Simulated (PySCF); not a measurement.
O4W (SMILES [O]=[W-2](=[O])(=[O])=[O]), charge -2, singlet, geometry from GFN2-xTB (such geometries of metal compounds can be far from the true shape) (core potentials on W) (in this run its highest filled SCF level lies above zero, so its values depend strongly on the basis, on diffuse functions most of all); DF-TPSS/def2-TZVP in PySCF.

The PySCF input:
```python
from pyscf import gto, scf, dft

mol = gto.Mole()
mol.atom = '''
    W     0.00000000   -0.00000000   -0.00000000
    O     1.22151270    0.75059407   -1.05310996
    O     0.81207991   -0.92511978    1.28421374
    O    -1.02182507   -1.09275821   -0.96243355
    O    -1.01176754    1.26728392    0.73132977
'''
mol.basis = 'def2-tzvp'
mol.ecp = {'W': 'def2-tzvp'}
mol.charge = -2
mol.verbose = 4
mol.build()

mf = dft.RKS(mol)
mf.xc = 'tpss'
mf.grids.atom_grid = (99, 590)
mf = mf.density_fit(auxbasis='def2-universal-jkfit')
mf.kernel()
```

It wrote (shortened):

```
PySCF version 2.14.0

[INPUT] verbose = 4
[INPUT] num. atoms = 5
[INPUT] num. electrons = 48
[INPUT] charge = -2
[INPUT] spin (= nelec alpha-beta = 2S) = 0
[INPUT] symmetry False subgroup None
[INPUT] Mole.unit = angstrom
[INPUT] Symbol           X                Y                Z      unit          X                Y                Z       unit  Magmom
[INPUT]  1 W      0.000000000000   0.000000000000   0.000000000000 AA    0.000000000000   0.000000000000   0.000000000000 Bohr   0.0
[INPUT]  2 O      1.221512700000   0.750594070000  -1.053109960000 AA    2.308324460678   1.418417223023  -1.990089403452 Bohr   0.0
[INPUT]  3 O      0.812079910000  -0.925119780000   1.284213740000 AA    1.534608621161  -1.748223016618   2.426812254003 Bohr   0.0
[INPUT]  4 O     -1.021825070000  -1.092758210000  -0.962433550000 AA   -1.930969529515  -2.065013737270  -1.818735822593 Bohr   0.0
[INPUT]  5 O     -1.011767540000   1.267283920000   0.731329770000 AA   -1.911963552325   2.394819530865   1.382012972041 Bohr   0.0

nuclear repulsion = 203.218650794036
number of shells = 58
number of NR pGTOs = 250
number of NR cGTOs = 164
basis = def2-tzvp
ecp = {'W': 'def2-tzvp'}

******** <class 'pyscf.df.df_jk.DFRKS'> ********
method = DFRKS
initial guess = minao
damping factor = 0
level_shift factor = 0
DIIS = <class 'pyscf.scf.diis.CDIIS'>
diis_start_cycle = 1
diis_space = 8
diis_damp = 0
SCF conv_tol = 1e-09
SCF conv_tol_grad = None
SCF max_cycles = 50
direct_scf = False
XC library pyscf.dft.libxc version 7.1.2
    S. Lehtola, C. Steigemann, M. J. T. Oliveira, and M. A. L. Marques,  SoftwareX 7, 1–5 (2018)
XC functionals = tpss
    J. Tao, J. P. Perdew, V. N. Staroverov, and G. E. Scuseria,  Phys. Rev. Lett. 91, 146401 (2003)
    J. P. Perdew, J. Tao, V. N. Staroverov, and G. E. Scuseria,  J. Chem. Phys. 120, 6898 (2004)
    J. Tao, J. P. Perdew, V. N. Staroverov, and G. E. Scuseria,  Phys. Rev. Lett. 91, 146401 (2003)
    J. P. Perdew, J. Tao, V. N. Staroverov, and G. E. Scuseria,  J. Chem. Phys. 120, 6898 (2004)
radial grids:
    Treutler-Ahlrichs [JCP 102, 346 (1995); DOI:10.1063/1.469408] (M4) radial grids

becke partition: Becke, JCP 88, 2547 (1988); DOI:10.1063/1.454033
pruning grids: <function nwchem_prune>
grids dens level: 3
symmetrized grids: False
atomic radii adjust function: <function treutler_atomic_radii_adjust>
User specified grid scheme (99, 590)
small_rho_cutoff = 0
Set gradient conv threshold to 3.16228e-05
Initial guess from minao.
tot grids = 154616
init E= -347.607552560907
  HOMO = -0.549894622874867  LUMO = -0.208188749346597  gap/eV = 9.29829
cycle= 1 E= -367.152124586753  delta_E= -19.5  |g|= 2.54  |ddm|= 8.84

WARN: HOMO 0.414564797218841 == LUMO 0.414565252119722

cycle= 2 E= -357.20764432827  delta_E= 9.94  |g|= 6.79  |ddm|= 13.6
  HOMO = 0.214428487615046  LUMO = 0.33736983766358  gap/eV = 3.34540
cycle= 3 E= -368.186316702818  delta_E=  -11  |g|= 0.847  |ddm|= 13.5
  HOMO = 0.131974477119726  LUMO = 0.31165064310419  gap/eV = 4.88924
cycle= 4 E= -368.169785719354  delta_E= 0.0165  |g|= 0.974  |ddm|=  1.3
  HOMO = 0.152099305818925  LUMO = 0.323409401994397  gap/eV = 4.66159
cycle= 5 E= -368.297553783526  delta_E= -0.128  |g|= 0.55  |ddm|= 0.678
  HOMO = 0.160954767993903  LUMO = 0.331805384089563  gap/eV = 4.64908
cycle= 6 E= -368.357250503297  delta_E= -0.0597  |g|= 0.0738  |ddm|= 0.336
  HOMO = 0.157353360890577  LUMO = 0.331872390311347  gap/eV = 4.74890
cycle= 7 E= -368.358288483877  delta_E= -0.00104  |g|= 0.0144  |ddm|= 0.0406
  HOMO = 0.156878588299194  LUMO = 0.331777434412608  gap/eV = 4.75924
cycle= 8 E= -368.358314052722  delta_E= -2.56e-05  |g|= 0.00864  |ddm|= 0.00832
  HOMO = 0.156613323682714  LUMO = 0.331755029656918  gap/eV = 4.76585
cycle= 9 E= -368.358325506331  delta_E= -1.15e-05  |g|= 0.00386  |ddm|= 0.00534
  HOMO = 0.156476524045741  LUMO = 0.331732159249082  gap/eV = 4.76895
cycle= 10 E= -368.358328099947  delta_E= -2.59e-06  |g|= 0.00104  |ddm|= 0.00204
  HOMO = 0.15646270781895  LUMO = 0.331738953416743  gap/eV = 4.76951
cycle= 11 E= -368.358328339464  delta_E= -2.4e-07  |g|= 4.56e-05  |ddm|= 0.000665
  HOMO = 0.156463462795854  LUMO = 0.331740145284144  gap/eV = 4.76952
cycle= 12 E= -368.358328339726  delta_E= -2.62e-10  |g|= 2.35e-05  |ddm|= 4.37e-05
  HOMO = 0.156465050042774  LUMO = 0.331739868030102  gap/eV = 4.76947
Extra cycle  E= -368.358328338386  delta_E= 1.34e-09  |g|= 8.61e-05  |ddm|= 5.68e-05
converged SCF energy = -368.358328338386
```
